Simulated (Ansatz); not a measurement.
`[F][Ge][O][SiH3]` + `O[SiH3]` → `[SiH3][O][Ge][O][SiH3]` + H–F at 700 K and 1 bar (ligand exchange at a Ge–F bond).

Program: Ansatz. Geometries: PBE0-D4/def2-TZVP. ΔE: electronic, gas phase. CCSD(T)/CBS adds triple-zeta CCSD(T) − MP2 to the extrapolated MP2 energy (def2 sets, frozen cores). This one scheme is used for every species. For Ge outer-core shells are correlated without core-valence functions, which leaves a few kJ/mol of doubt a bond. Scalar relativity is left out up to krypton. One conformer a species, not always the lowest.

```
                 species  CCSD(T)/CBS energy (Eh)  H − E (kJ/mol)  S (J/(mol·K))
      `[F][Ge][O][SiH3]`              -2542.06230           144.9          435.6
               `O[SiH3]`               -366.69042           144.6          321.6
`[SiH3][O][Ge][O][SiH3]`              -2808.35196           246.9          548.1
                     H–F               -100.39570            45.2          198.5
```

H − E and S are ideal-gas, rigid-rotor, harmonic terms from PBE0-D4/def2-TZVP, for one conformer and one mirror image of each species. 1 Eh = 2625.50 kJ/mol, R = 8.31446 J/(mol·K).

Task: By hand: ΔE, ΔH, ΔS and ΔG.

Result: ΔE = (-2808.35196) + (-100.39570) − (-2542.06230) − (-366.69042) = 0.00506 Eh = 13.3 kJ/mol. Δ(H − E) = 246.9 + 45.2 − 144.9 − 144.6 = 2.6, so ΔH = 15.9 kJ/mol. ΔS = 548.1 + 198.5 − 435.6 − 321.6 = -10.6 J/(mol·K). ΔG = 15.9 − 700 × (-10.6)/1000 = 23.3 kJ/mol.

Task: By hand: the equilibrium constant, and the temperature at which ΔG would vanish if ΔH and ΔS stayed fixed.

Result: log₁₀ K = −ΔG/(RT ln 10) = -1.7. ΔH and −TΔS have one sign here, so there is no such temperature.

TΔS isn't small against ΔH here. A doubt of 5 kJ/mol in ΔE shifts log₁₀ K by 0.4 here. Other conformers and mirror images would add mixing entropy, several J/(mol·K) or more a flexible species. Modes under 60 cm⁻¹, often nearly free rotors, make the harmonic entropy too high. These are equilibria of isolated gas molecules and say nothing of rates. Largest T1 diagnostic: 0.015 (customary marks: 0.02 for closed shells, 0.045 for open ones).

ΔS is within the doubt of such terms, so its sign, and with it that verdict, could turn.
